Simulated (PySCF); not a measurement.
HO3S, SMILES O[S](=O)=O (connectivity only; charge and spin as stated), charge -1, multiplicity 1. Geometry: PBE-D3(BJ)/def2-SVPD. The multiplicity is an assumed one; other spin states were not compared. The isomer is the one that the SMILES or the coordinates give; other isomers of the formula were not compared. The values are those of a single conformer.

Calculation: PBE-D3(BJ)/def2-SVPD (PySCF).

Harmonic wavenumbers (cm⁻¹): 216, 308, 335, 471, 527, 933, 1017, 1075, 3646. Rotational constants (GHz): 8.455, 7.394, 4.554; symmetry number 1.

Question: Work out the zero-point energy and the ideal-gas rigid-rotor harmonic-oscillator thermochemistry at 298.15 K and 1 atm.

Answer: ZPE = ½ Σ hcν = ½ × 8528 cm⁻¹ = 51.01 kJ/mol. H − E(el) = 65.87 kJ/mol. Entropy in J/(mol K): translation 163.56, rotation 102.67, vibration 25.96, total 292.19. G − E(el) = -21.24 kJ/mol. Cp = 69.67 J/(mol K).
